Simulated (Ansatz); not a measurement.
Consider the formal exchange of groups at a C–C bond: `CCBCC` + `C#C` → `C#CCBCC` + CH₄.

Program: Ansatz. Geometries: PBE0-D4/def2-TZVP. ΔE: electronic, gas phase. CCSD(T)/CBS is the MP2 limit (def2-TZVPP, def2-QZVPP) plus CCSD(T) − MP2 in def2-TZVPP, frozen cores. This one scheme is used for every species. Functionals use def2-TZVPP. One conformer a species, not always the lowest.

```json
{"species": "`CCBCC`", "PBE-D4 energy (Eh)": "-183.68462"}
{"species": "`C#C`", "PBE-D4 energy (Eh)": "-77.25308"}
{"species": "`C#CCBCC`", "PBE-D4 energy (Eh)": "-220.49116"}
{"species": "CH₄", "PBE-D4 energy (Eh)": "-40.46517"}
```

(1) Work out ΔE.

Largest T1 diagnostic among the species: 0.013.

Answers

(1) ΔE = (-220.49116) + (-40.46517) − (-183.68462) − (-77.25308) = -0.01863 Eh = -11.7 kcal/mol. CCSD(T)/CBS gives -8.9 kcal/mol.

The D4 term adds −1.3 kcal/mol with B3LYP and −0.8 kcal/mol with PBE0; it sums over pairs of atoms, weighted by their polarisabilities, and B3LYP, whose exchange is more repulsive, gets the larger term. In def2-TZVPP, CCSD(T) changes the Hartree–Fock value by −2.0 kcal/mol (the triples alone add −0.7 kcal/mol) and MP2 by −3.7 kcal/mol.

B3LYP here is the variant with VWN-RPA as its local correlation; programs differ in this.
